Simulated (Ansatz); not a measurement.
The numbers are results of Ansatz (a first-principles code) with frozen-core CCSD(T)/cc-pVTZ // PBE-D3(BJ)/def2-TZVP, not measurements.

Ansatz 0.2 input:
```yaml
crystal:
  periodic: [false, false, false]
  atoms:
    - { symbol: O, position_ang: [-1.502396, -0.554335, -0.229837] }
    - { symbol: Ge, position_ang: [-0.03792, 0.485299, -0.117063] }
    - { symbol: O, position_ang: [1.455709, -0.432717, -0.52579] }
    - { symbol: H, position_ang: [-1.596163, -1.128401, 0.548183] }
    - { symbol: H, position_ang: [-0.200649, 1.514104, -1.24432] }
    - { symbol: H, position_ang: [0.088767, 1.04224, 1.328791] }
    - { symbol: H, position_ang: [1.792651, -0.926191, 0.240035] }
basis:
  gaussian: { orbitals: cc-pVTZ }
correlation:
  method: ccsd_t
```

Output:

```
Functional definition: HF
955 factors; integrals over basis functions are off by at most 9.2e-4 eV
mean field evaluation 1: about -60610.7377 eV, gradient 4.9e1 eV
mean field evaluation 2: about -60610.8261 eV, gradient 4.9e1 eV
mean field evaluation 4: about -60615.1392 eV, gradient 2.6e0 eV
mean field evaluation 8: about -60615.1712 eV, gradient 1.6e-1 eV
mean field evaluation 16: about -60613.0976 eV, gradient 3.5e1 eV
mean field -60615.17126826 eV, -2227.5664576698 hartree, gradient 9.9e-7 eV, S^2 0.000000; 0 other end points of the search recorded, 0 dependent functions left out
11 core orbitals not correlated
reference -60615.17126826 eV, -2227.5664576698 hartree; 15, 15 occupied and 133, 133 virtual orbitals, 955 factors
second order -18.94586235 eV of doubles, -0.00000000 eV of singles
cycle   1  -18.70026721 eV  change    2.5e-1 eV  update   1.0e-1
cycle   2  -19.21193023 eV  change   -5.1e-1 eV  update   2.9e-2
cycle   3  -19.32263457 eV  change   -1.1e-1 eV  update   1.5e-2
cycle   4  -19.30777533 eV  change    1.5e-2 eV  update   3.4e-3
cycle   5  -19.30737150 eV  change    4.0e-4 eV  update   1.7e-3
cycle   6  -19.30825837 eV  change   -8.9e-4 eV  update   4.8e-4
cycle   7  -19.30798215 eV  change    2.8e-4 eV  update   1.9e-4
cycle   8  -19.30791189 eV  change    7.0e-5 eV  update   5.0e-5
cycle   9  -19.30792799 eV  change   -1.6e-5 eV  update   1.8e-5
perturbative correction -0.71884775 eV, -0.0264171674 hartree
Total energy: -60635.19804400 eV, -2228.3024281034 hartree
```

Cost: roughly 60 core-seconds.
